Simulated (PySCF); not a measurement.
Al(Me)(vinyl)(NH2) (C₃H₈AlN), SMILES C=[CH][Al]([CH3])[NH2].

Geometry optimised at B3LYP-D3(BJ)/def2-SVP. The structure was generated by enumeration; whether it is a known compound was not checked. The values are those of a single conformer.

The numbers are results of PBE0/def2-TZVP in PySCF, not measurements.

The molecule is in vacuum.

Computed frontier levels, gap, dipole moment and polarisability:
The highest occupied level comes out as -7.13 eV, the lowest empty level is -0.72 eV and the orbital gap is 6.41 eV. The dipole moment is 0.131 e·Å and the quadrupole, principal values (traceless, Buckingham form, about the centre of nuclear charge) comes out as -3.24, -0.51, 3.75 D·Å. The mean static polarisability is 69.4 bohr³ (10.28 Å³) and the polarisability, principal values is 51.9, 69.1, 87.2 bohr³.
